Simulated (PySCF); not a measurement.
PySCF 2.14 output of an unrestricted r2SCAN calculation on a single atom or ion in aug-cc-pVDZ-DK (4s3p2d, 23 functions), with the spin-free X2C one-electron Hamiltonian (Gaussian nucleus):

```
SCF conv_tol = 1e-09
number electrons alpha = 5  beta = 3
    J. W. Furness, A. D. Kaplan, J. Ning, J. P. Perdew, and J. Sun.,  J. Phys. Chem. Lett. 11, 8208-8215 (2020)
    J. W. Furness, A. D. Kaplan, J. Ning, J. P. Perdew, and J. Sun.,  J. Phys. Chem. Lett. 11, 9248-9248 (2020)
    J. W. Furness, A. D. Kaplan, J. Ning, J. P. Perdew, and J. Sun.,  J. Phys. Chem. Lett. 11, 8208-8215 (2020)
    J. W. Furness, A. D. Kaplan, J. Ning, J. P. Perdew, and J. Sun.,  J. Phys. Chem. Lett. 11, 9248-9248 (2020)
cycle= 1 E= -75.091892032774  delta_E= -0.00329  |g|= 0.0094  |ddm|= 0.0901
cycle= 2 E= -75.0919233148195  delta_E= -3.13e-05  |g|= 0.00476  |ddm|= 0.0217
cycle= 3 E= -75.0919321244688  delta_E= -8.81e-06  |g|= 0.0019  |ddm|= 0.0106
cycle= 4 E= -75.0919337794624  delta_E= -1.65e-06  |g|= 0.000118  |ddm|= 0.0035
cycle= 5 E= -75.0919337944007  delta_E= -1.49e-08  |g|= 5.69e-06  |ddm|= 0.000445
cycle= 6 E= -75.0919337944631  delta_E= -6.24e-11  |g|= 9.66e-07  |ddm|= 2.11e-05
converged SCF energy = -75.0919337944631  <S^2> = 2.0053289  2S+1 = 3.0035505
```

The run itself started from symmetry-adapted Hartree-Fock orbitals and held the occupation by maximum overlap, on a logarithmic radial grid, so the iterations belong to that start.

Which element, charge and spin multiplicity is this?

O (oxygen, neutral), multiplicity 3; the state was [He] 2s2 2p4, high-spin 3P determinant.
